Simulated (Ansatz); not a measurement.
Be5Se5⁺. Charge 1, multiplicity 2. Geometry PBE-D4/def2-SVP, that of the neutral singlet; atoms count from 1.

```xyz
10

Be    1.166   -1.940   -0.225
Be   -1.081   -0.034   -1.217
Be    1.476    0.446    0.108
Be   -1.155   -0.347    1.094
Be   -0.656    1.777    0.219
Se    0.360    0.957    1.969
Se   -0.907   -2.081   -0.311
Se    0.475    1.442   -1.617
Se    2.958   -1.099   -0.054
Se   -2.637    0.880    0.035
```

The structure comes from a short search, and lower isomers may exist.

Question: Estimate the Mulliken populations from the PBE0/def2-TZVP orbitals of Ansatz.

Answer: 
```tsv
atom	charge (e)	spin (α − β)
Be1	0.02	0.01
Be2	0.19	0.00
Be3	0.27	-0.05
Be4	0.19	0.00
Be5	0.10	-0.01
Se6	-0.04	0.14
Se7	0.03	0.00
Se8	-0.04	0.14
Se9	0.26	0.74
Se10	0.00	0.05
```
Mulliken values depend strongly on the basis.

Question: Where does the spin sit?

Answer: Summed by element: Be -0.06, Se 1.06, of 1 unpaired in all. Largest on single atoms: Se9 0.74, Se6 0.14, Se8 0.14.

Question: And the Mayer bond orders between heavy atoms (over 0.3)?

Answer: Be1–Se7 1.18 (2.08 Å); Be1–Se9 1.21 (1.99 Å); Be2–Se7 0.69 (2.25 Å); Be2–Se8 0.81 (2.18 Å); Be2–Se10 0.80 (2.20 Å); Be3–Se6 0.73 (2.23 Å); Be3–Se8 0.73 (2.23 Å); Be3–Se9 0.79 (2.15 Å); Be4–Se6 0.81 (2.18 Å); Be4–Se7 0.69 (2.25 Å); Be4–Se10 0.80 (2.20 Å); Be5–Se6 0.81 (2.18 Å); Be5–Se8 0.81 (2.18 Å); Be5–Se10 0.82 (2.18 Å).
